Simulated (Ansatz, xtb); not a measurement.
**Ranking isomers of C4H4B2F2S**

4 gas-phase structures of C4H4B2F2S, from a drawn sample of its isomers (lower ones may exist). Each was relaxed with GFN2-xTB:

A. `BS/C=C/C#CB(F)F`, a singlet
B. `Bc1cscc1B(F)F`, a singlet
C. `Bc1csc(B(F)F)c1`, a singlet
D. `Bc1cc(B(F)F)cs1`, a singlet

Problem. Which do you expect lowest at r2SCAN-D4/def2-SVP, and how would the others follow?

Solution. Calculated order at r2SCAN-D4/def2-SVP: D (0.0), C (10.3), B (24.3), A (166.7) kJ/mol.

Energies above the lowest of each column, in kJ/mol; the last columns are at B3LYP/def2-SVP geometries and were run for some of them only (a dash: not run or not comparable):

| structure | GFN2-xTB | HF/STO-3G | r2SCAN-D4/def2-SVP | B3LYP/def2-SVP | CCSD(T)/def2-SVP + ΔMP2/def2-TZVPP |
| --- | --- | --- | --- | --- | --- |
| D | 0.0 | 0.0 | 0.0 | 0.0 | 0.0 |
| C | 6.7 | 5.6 | 10.3 | 9.5 | 8.4 |
| B | 13.4 | 16.5 | 24.3 | 23.2 | 20.5 |
| A | 126.1 | 185.7 | 166.7 | – | – |

Every level run on D puts it lowest or level with the lowest. Flexible structures stand in one conformer each, not always the lowest. Frequencies (GFN2-xTB) were run for B, C, D alone. ΔMP2 is the change of the MP2 energy from the smaller to the larger basis.

Over these structures GFN2-xTB departs from r2SCAN-D4/def2-SVP by 13.4 kJ/mol on average once a common shift is removed. A GFN2-xTB relaxation took about 0.091 s and the r2SCAN-D4/def2-SVP energy about 2.2 s on a shared host (Ansatz 0.2.0, xtb 6.7.1).
